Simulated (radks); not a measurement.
The numbers below are computed, except where a source is named.
Problem. These are the eigenvalues of the occupied orbitals of an atom or ion with whole-number occupations (eV). Code: a radial shooting solver on a logarithmic mesh with Libxc functionals. Model: non-relativistic Kohn-Sham, exchange-only PBE, spin-polarised, spherical densities, point nucleus.

| orbital | eigenvalue |
|---|---|
| 1s up | -8798.785 |
| 1s down | -8798.207 |
| 2s up | -1088.328 |
| 2s down | -1087.173 |
| 2p up | -960.5652 |
| 2p down | -959.3743 |
| 3s up | -158.0690 |
| 3s down | -154.9563 |
| 3p up | -117.9505 |
| 3p down | -114.9195 |
| 3d up | -50.0516 |
| 3d down | -47.4329 |

Which element is it, and in what charge state? The configuration may be excited. Open shells, if any, are filled with parallel spins first.

Solution. Z = 29, copper, charge +3: Cu3+ in [Ne] 3s2 3p5 3d9. The list shows which subshells hold electrons but not how many an open one holds; the 1s level, -323.35 hartree, gives Z - s = 25.4 by -(Z - s)^2/2, which with screening narrows Z to a few neighbours, and the depths of the outer levels then fix element, charge and occupations together.
